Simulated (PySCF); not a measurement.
Screening by computed properties: pick the candidate that meets the target.

All species are isolated and taken at one optimised geometry, non-relativistic unless stated. Electronic properties by PySCF.

The conformers computed, where there is a choice (atom-mapped SMILES and torsion angles):
- `[CH3:1][N:2]([CH3:3])[C@H:4]1[CH2:5][CH2:6][Si:7]1([PH2:8])[PH2:9]`: C1–N2–C4–C5 170°, H–P8–Si7–C6 -171°, H–P8–Si7–C6 97°, H–P9–Si7–C6 -69°, H–P9–Si7–C6 23°
- `[SiH3:1][Si@:2]1([SiH2:3][PH2:4])[SiH2:5][CH2:6][S:7]1`: Si1–Si2–Si3–P4 -42°, H–P4–Si3–Si2 -71°, H–P4–Si3–Si2 -164°
- `[CH2:1]=[CH:2][C@@H:3]1[CH:4]=[C:5]([O:6][CH3:7])[C@@H:8]1[F:9]`: C1–C2–C3–C4 -132°, C4–C5–O6–C7 -177°
- `[CH3:1][O:2][CH2:3][C@H:4]([CH3:5])[CH2:6][CH2:7][F:8]`: C1–O2–C3–C4 179°, O2–C3–C4–C5 -162°, C3–C4–C6–C7 -64°, C4–C6–C7–F8 -171°

Task: Wanted: dipole moment between 1 D and 2 D (PBE0/pcSseg-1) and HOMO–LUMO gap above 5.6 eV (PBE0/pcSseg-1), at GFN2-xTB geometries. Which candidate meets both?
A. `[SiH3][Si@]1([SiH2]P)[SiH2]CS1`
B. `COC[C@H](C)CCF`
C. `C=C[C@@H]1C=C(OC)[C@@H]1F`
D. `CN(C)[C@H]1CC[Si]1(P)P`

Result: C. Computed values:
```
                       species  dipole moment  HOMO–LUMO gap
        CN(C)[C@H]1CC[Si]1(P)P         0.75 D        6.00 eV
     C=C[C@@H]1C=C(OC)[C@@H]1F         1.40 D        6.68 eV
[SiH3][Si@]1([SiH2]P)[SiH2]CS1         2.21 D        5.17 eV
                COC[C@H](C)CCF         3.02 D        8.90 eV
```
